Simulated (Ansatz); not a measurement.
Born–Oppenheimer molecular dynamics of BH5N2O (9 atoms, charge 0, multiplicity 1). It starts from a relaxed structure.

Level of theory: RKS PBE/6-31G in Ansatz 0.2.0.

```
ensemble        : NVT, Langevin thermostat
time step       : 0.5 fs
steps asked     : 150
set temperature : 1500 K
friction        : 0.01 /fs
seed            : 69013
```

First frame:

```xyz
9
Properties=species:S:1:pos:R:3
B -0.028 -0.016 -0.077
O 0.028 0.032 1.340
H -0.830 -0.044 1.808
N 1.226 0.117 -0.743
H 1.349 0.089 -1.748
H 2.076 0.245 -0.203
N -1.262 -0.189 -0.790
H -2.163 -0.300 -0.336
H -1.307 -0.215 -1.804
```

(1) What does the run give?

(2) What happens to the structure?

(3) How do temperature and energy run in time?

## Answers

(1) All steps were run.

```json
{
  "steps done": "150",
  "time covered": "75 fs",
  "mean temperature over the second half": "718 K",
  "spread of the potential energy over the second half": "14.2 meV per atom",
  "mean potential energy of the second half above the start": "65.9 meV per atom"
}
```

The mean temperature of the second half is 52 % below the set value. A run of 0.075 ps of so small a system gives no equilibrium averages. Limits of this set-up: no polarisation functions.

(2) The same pairs are bonded in the first frame and the last. Pairs count as bonded within 1.25 times the sum of covalent radii (0.12 Å more for H–H). Another seed would give other details.

(3) 
```
time (fs)  T (K)  potential energy less start (eV)
        0   1333                             0.000
      6.5    534                             0.820
       13    493                             0.904
     19.5    765                             0.414
       26    675                             0.752
     32.5    797                             1.097
       39   1074                             0.476
     45.5    769                             0.492
       52    606                             0.799
     58.5    690                             0.508
       65    690                             0.441
     71.5    467                             0.757
```

Run time: 3.2 min on 1 thread of Arm Neoverse V2, on a shared host, peak memory 0.09 GiB.
